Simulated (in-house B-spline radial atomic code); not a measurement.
What moves the levels of Mn V (Mn4+) ([Ar] 3d3)? Method: Dirac-Hartree-Fock, average of configuration, Fermi nucleus of rms radius 3.7057 fm. Calculated with a B-spline radial code for spherical atoms.

Baseline run (computed): total energy -1153.6392 hartree, 1s1/2 at -244.8233 hartree, 3d5/2 at -71.598 eV with <r> = 0.9628 bohr.

Scaling the speed of light c (a factor of 100 is close to the non-relativistic limit):

| c/c0 | ΔE (hartree) | 3d5/2 level (eV) | 3d5/2 <r> (bohr) |
| --- | --- | --- | --- |
| 0.9 | -1.845 | -71.4997 | 0.9637 |
| 0.98 | -0.32328 | -71.5807 | 0.9629 |
| 1.02 | 0.30405 | -71.6143 | 0.9626 |
| 1.2 | 2.3821 | -71.726 | 0.9615 |
| 100 | 7.7083 | -72.0172 | 0.9586 |

Changing the nucleus:

```csv
nucleus,ΔE (eV)
Gaussian nucleus of rms radius 0.01 fm,-0.0927
Fermi nucleus of rms radius 3.6316 fm,-0.00361
Fermi nucleus of rms radius 3.7798 fm,0.00368
```

A larger nucleus binds the electrons less, roughly as the density at the nucleus times the change of the nuclear <r²>. A radius of 0.01 fm is nearly a point.

**Question.** The nuclear charge is raised by 0.1. What does the Hellmann-Feynman theorem predict for the energy, and what is found?

**Answer.** dE/dZ ≈ -Σ<1/r>, which is -108.52 at the start and -109.064 at the end; their mean times 0.1 is -10.879 hartree, and the two runs differ by -10.879 hartree.
